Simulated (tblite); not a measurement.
C3H8ClOSi2 (doublet state).
Numbering: `[CH3:1][C@H:2]1[CH2:3][Si:4]([Cl:5])[O:6][SiH2:7]1` (hydrogens: H8, H9, H10 on C1; H11 on C2; H12, H13 on C3; H14, H15 on Si7)

Computed with GFN2-xTB (tblite), gas phase: L-BFGS steps from a force-field or distance-geometry start until the largest atomic force falls under 0.01 eV/Å.

Step 15: E = -616.4210 eV
```
atom  x, y, z in Å  |  force x, y, z in eV/Å
C1     -1.6328   -0.8271   -0.5039   -0.071   0.077  -0.032
C2     -0.2358   -0.4033   -0.0618   -0.017  -0.072   0.031
C3      0.6069    0.3311   -1.1246   -0.129  -0.093  -0.034
Si4     2.1872    0.8274   -0.1646    0.065   0.310   0.060
Cl5     3.5208   -0.6702    0.0744    0.069  -0.101   0.021
O6      1.4921    1.0934    1.3079   -0.004  -0.043  -0.041
Si7    -0.1002    0.7226    1.4805    0.056   0.062   0.110
H8     -2.3259    0.0107   -0.5494    0.075   0.084  -0.005
H9     -2.0297   -1.5465    0.2180    0.029   0.106  -0.171
H10    -1.6130   -1.2922   -1.4913    0.038  -0.043   0.099
H11     0.3040   -1.3336    0.1516    0.040  -0.055   0.112
H12     0.0846    1.2187   -1.4854   -0.050  -0.044   0.011
H13     0.8233   -0.2924   -1.9912   -0.062  -0.088  -0.017
H14    -0.8100    1.9802    1.2977   -0.126   0.065  -0.060
H15    -0.2760    0.1891    2.8203    0.087  -0.164  -0.086
```

Step 16: E = -616.4287 eV
```
atom  x, y, z in Å  |  force x, y, z in eV/Å
C1     -1.6354   -0.8251   -0.5075    0.007   0.077  -0.053
C2     -0.2388   -0.4017   -0.0624   -0.030  -0.073   0.126
C3      0.6072    0.3266   -1.1225   -0.129  -0.084  -0.025
Si4     2.1865    0.8368   -0.1678    0.136   0.153   0.068
Cl5     3.5250   -0.6660    0.0816    0.013  -0.017  -0.006
O6      1.4932    1.0889    1.3060    0.004   0.023  -0.035
Si7    -0.0989    0.7245    1.4793   -0.008   0.111   0.099
H8     -2.3263    0.0112   -0.5612    0.034   0.139   0.010
H9     -2.0357   -1.5432    0.2108    0.012   0.079  -0.121
H10    -1.6093   -1.2915   -1.4925    0.036  -0.070   0.047
H11     0.2998   -1.3305    0.1576    0.038  -0.082   0.107
H12     0.0857    1.2103   -1.4843   -0.101   0.051  -0.037
H13     0.8145   -0.3009   -1.9851    0.001  -0.123  -0.086
H14    -0.8179    1.9839    1.3099   -0.071  -0.007  -0.060
H15    -0.2541    0.1845    2.8162    0.058  -0.177  -0.034
```

**Question.** Estimate the geometry and energy of step 17. (The exact step hangs on the optimiser's Hessian estimate; all steps are aligned on step 16, rigid shifts and turns removed.)

**Answer.** E = -616.4357 eV, largest force 0.180 eV/Å
```
atom  x, y, z in Å  |  force x, y, z in eV/Å
C1     -1.6375   -0.8216   -0.5115    0.074   0.070  -0.052
C2     -0.2418   -0.4016   -0.0603   -0.008  -0.044   0.167
C3      0.6054    0.3211   -1.1208   -0.064  -0.039  -0.010
Si4     2.1885    0.8486   -0.1697    0.119  -0.034   0.025
Cl5     3.5288   -0.6626    0.0878   -0.039   0.067  -0.031
O6      1.4942    1.0854    1.3039    0.010   0.095  -0.011
Si7    -0.0979    0.7283    1.4798   -0.056   0.110   0.060
H8     -2.3256    0.0148   -0.5716    0.012   0.166   0.010
H9     -2.0409   -1.5386    0.2020   -0.027   0.039  -0.045
H10    -1.6053   -1.2923   -1.4926    0.035  -0.073  -0.015
H11     0.2968   -1.3293    0.1653    0.017  -0.083   0.099
H12     0.0845    1.2034   -1.4839   -0.123   0.080  -0.061
H13     0.8064   -0.3109   -1.9811    0.040  -0.117  -0.094
H14    -0.8266    1.9871    1.3192   -0.022  -0.061  -0.054
H15    -0.2334    0.1764    2.8116    0.032  -0.177   0.012
```

The energy changes by -0.0071 eV. The first-order estimate −F·Δx gives -0.0099 eV and the mean of the old and new forces, exact on a quadratic surface, -0.0071 eV. The step makes an angle of 62° with the force vector and moves no atom by more than 0.023 Å.

What follows is the cost of the whole relaxation. The run took 1.4 s wall on an AMD EPYC with one thread, shared host with 64 logical CPUs at a one-minute load of 58.
